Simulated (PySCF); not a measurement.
Excitations are Tamm–Dancoff values on a coarser integration grid. The basis has no diffuse functions, so Rydberg states are missing or too high.

Cartesian coordinates (Å):
```xyz
8

B     -1.6104     0.2605     0.1653
B     -0.2846    -0.4616    -0.4836
C      1.1199    -0.1269    -0.0599
C      2.2327     0.1595     0.2969
H     -2.0826     1.2485    -0.3101
H     -2.1694    -0.1934     1.1173
H     -0.4259    -1.2931    -1.3321
H      3.2203     0.4065     0.6062
```
Charge 0, multiplicity 1.

Problem. What S1 oscillator strength, T1 excitation (TDA), S1 excitation (TDA), dipole moment and LUMO does PBE-D3(BJ)/def2-TZVP // CAM-B3LYP-D3(BJ)/def2-TZVP run with PySCF give?

Solution. 
| Property | Result |
|---|---|
| S1 oscillator strength | 0.001 |
| T1 excitation (TDA) | 3.13 eV |
| S1 excitation (TDA) | 3.55 eV |
| dipole moment | 0.70 D |
| LUMO | -3.08 eV |
